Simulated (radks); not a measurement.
The numbers below are computed, except where a source is named.
Initial-state core-level shifts of neutral chromium when its valence configuration changes from [Ar] 3d5 4s1. Code: a radial shooting solver on a logarithmic mesh with Libxc functionals. Model: scalar-relativistic Kohn-Sham, SCAN, spin-polarised, spherical densities, finite nucleus; open shells are filled with parallel spins first; meta-GGA in the generalised Kohn-Sham scheme; Fermi nuclear charge, rms radius 3.6452 fm. Shifts are changes of the shell-averaged eigenvalues in eV (positive: less bound); the change of the density at the nucleus, which sets a Mossbauer isomer shift, is in e/bohr^3, on a base of 1.15e+04.

| valence | 2s | 2p | 3s | 3p | density at nucleus |
|---|---|---|---|---|---|
| 3d6 | -0.292 | -0.315 | -0.569 | -0.652 | -4.926 |
| 3d5 4s0.5 4p0.5 | -0.648 | -0.652 | -0.740 | -0.753 | -2.393 |
| 3d4 4s1 4p1 | -6.501 | -6.457 | -6.007 | -5.839 | +1.948 |
| 3d3 4s1 4p2 | -14.560 | -14.456 | -12.953 | -12.537 | +4.700 |
| 3d5 4p1 | -1.253 | -1.261 | -1.441 | -1.469 | -4.721 |
| 3d1 4s1 4p4 | -35.551 | -35.316 | -29.420 | -28.384 | +13.545 |
| 3d4.5 4s1.5 | -2.523 | -2.506 | -2.361 | -2.298 | +2.114 |
